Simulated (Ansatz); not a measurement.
Reaction (ligand exchange at a Ge–O bond): `[OH][Ge]([F])([Cl])[Cl]` + `N=C=O` → `O=C=[N][Ge]([F])([Cl])[Cl]` + H₂O

Isolated molecules relaxed with PBE0-D4/def2-TZVP in Ansatz; ΔE leaves out vibrations. CCSD(T)/CBS is the MP2 limit (def2-TZVPP, def2-QZVPP) plus CCSD(T) − MP2 in def2-TZVPP, frozen cores. This one scheme is used for every species. Functionals use def2-TZVPP. B3LYP here is the variant with VWN-RPA as its local correlation; programs differ in this. HSE06 is defined as in plane-wave codes. For Ge outer-core shells are correlated without core-valence functions, which leaves a few kJ/mol of doubt a bond. Scalar relativity is left out up to krypton. Each species was taken in one conformer, which may not be the lowest.

| level | ΔE (kcal/mol) | difference from CCSD(T)/CBS |
| --- | --- | --- |
| LDA (SPW92) | 1.5 | 3.1 |
| PBE-D4 | 0.4 | 2.0 |
| revPBE-D4 | -0.3 | 1.3 |
| BLYP-D4 | 0.5 | 2.1 |
| r2SCAN-D4 | 0.7 | 2.3 |
| B97M-V | 0.5 | 2.1 |
| B3LYP-D4 | -0.4 | 1.2 |
| r2SCANh-D4 | 0.2 | 1.8 |
| r2SCAN0-D4 | -0.5 | 1.1 |
| BHLYP-D4 | -1.5 | 0.1 |
| CAM-B3LYP-D4 | 0.0 | 1.6 |
| ωB97X-V | -0.1 | 1.5 |
| ωB97M-V | -0.2 | 1.4 |
| B2PLYP | 0.0 | 1.6 |
| PBE-QIDH | -1.4 | 0.2 |
| PBE | 1.4 | 3.0 |
| BLYP | 2.2 | 3.8 |
| PBE0 | 0.0 | 1.6 |
| B3LYP | 1.0 | 2.6 |
| r2SCAN0 | -0.2 | 1.4 |
| HSE06 | 0.0 | 1.6 |
| BHLYP | -0.2 | 1.4 |
| CAM-B3LYP | 1.0 | 2.6 |
| LC-ωPBE | 0.2 | 1.8 |
| RPA@PBE/def2-TZVPP | -1.2 | 0.4 |
| HF/def2-SVP | -1.9 | -0.3 |
| MP2/def2-SVP | -0.7 | 0.9 |
| CCSD/def2-SVP | -0.5 | 1.1 |
| CCSD(T)/def2-SVP | -0.3 | 1.3 |
| HF/def2-TZVPP | -1.4 | 0.2 |
| MP2/def2-TZVPP | -2.2 | -0.6 |
| SCS-MP2/def2-TZVPP | -1.7 | -0.1 |
| CCSD/def2-TZVPP | -1.5 | 0.1 |
| CCSD(T)/def2-TZVPP | -1.5 | 0.1 |
| HF/def2-QZVPP | -1.5 | 0.1 |
| MP2/def2-QZVPP | -2.3 | -0.7 |
| SCS-MP2/def2-QZVPP | -1.8 | -0.2 |
| HF/CBS(def2) | -1.5 | 0.1 |
| MP2/CBS(def2) | -2.4 | -0.8 |
| CCSD/CBS(def2) | -1.7 | -0.1 |
| CCSD(T)/CBS | -1.6 | 0 |

Largest T1 diagnostic among the species: 0.018.

From BLYP to BHLYP (50 % exact exchange), in def2-TZVPP and without D4, ΔE moves by −2.3 kcal/mol. Leaving LDA and LC-ωPBE aside and taking each functional with its dispersion term where it has one, the values spread over 2.1 kcal/mol, from BHLYP-D4 to r2SCAN-D4. At CCSD(T), def2-SVP lies +1.3 kcal/mol from the extrapolated value and def2-TZVPP +0.1 kcal/mol.
